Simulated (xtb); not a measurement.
xtb input:

```bash
xtb mol.xyz --gfn 2 --sp --chrg 0 --uhf 0
```
mol.xyz:
```
7

S      1.36780244    -1.15278601    -0.21973083
B     -0.00608263     0.01046596    -0.00319394
S     -1.24050135    -0.32904221     1.27303468
S      0.00742123     1.43148547    -1.12431767
H      1.01360279    -2.01747746     0.74584042
H     -2.03097523     0.74026923     1.08513006
H     -1.10777149     2.03036238    -0.67877974
```

Predict the final energy.

-12.54950 Eh (GFN2-xTB).
